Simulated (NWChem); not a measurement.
System: SiNH₂Cl, singlet; SMILES N[Si]Cl

```xyz
5

Si     0.7198     0.6010     0.0000
Cl    -0.1500    -1.3309     0.0000
N     -0.7329     1.5088     0.0000
H     -1.6745     1.1241     0.0000
H     -0.7227     2.5246     0.0000
```
Atoms are numbered in this order, from 1.

Results from NWChem. Low-valent species are run as closed-shell singlets; no triplet was tried in these runs. Structure relaxed at the PBE0/def2-SVP level.

For level B3LYP/def2-SVP:

| Item | Value |
|---|---|
| highest occupied level (eV) | -6.78 |
| dipole (D) | 2.79 |

Task: How do the values read with level B3LYP/pcseg-1 instead?

Result: The highest occupied level (eV) is -7.05 and the dipole (D) comes out as 3.08.
